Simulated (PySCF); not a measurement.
Species: C4H7F2N.
InChI=1S/C4H7F2N/c5-4(6)2-1-3-7/h1-2,4H,3,7H2/b2-1+

Torsions of this conformer, `[NH2:1][CH2:2]/[CH:3]=[CH:4]/[CH:5]([F:6])[F:7]`: N1–C2–C3–C4 120°, C3–C4–C5–F6 123°, H–N1–C2–C3 59°, H–N1–C2–C3 -60°.

The closed-shell ground state was solved at several levels (PySCF, density fitting, gas phase, non-relativistic). One conformer (not necessarily the lowest) at the GFN2-xTB geometry, without solvent, vibrations or thermal averaging.

```
              level  basis functions  total energy (Eh)  HOMO (eV)  LUMO (eV)  gap (eV)  dipole (D)
CAM-B3LYP/def2-SVPD              202          -410.6127      -8.66       0.63      9.29        1.55
        B3LYP/pcJ-1              259          -411.0637      -6.79      -0.53      6.26        1.35
```

Q: What might PBE0/pcSseg-1 (154 basis functions) give for the same quantities?

A: Total energy -410.5676 Eh, HOMO -7.08 eV, LUMO -0.32 eV, gap 6.76 eV, dipole 1.35 D.

Q: Over all these levels, which gives the widest orbital gap and which the narrowest?

A: CAM-B3LYP/def2-SVPD (range-separated hybrid) has the widest, 9.29 eV, and B3LYP/pcJ-1 (global hybrid, 20 % exact exchange) the narrowest, 6.26 eV. Functional and basis both differ between the two, so the spread mixes both effects.

Q: How far do the dipole and the HOMO energy spread over the levels?

A: The dipole runs from 1.35 to 1.55 D (mean 1.41 D) and the HOMO from -8.66 to -6.79 eV.
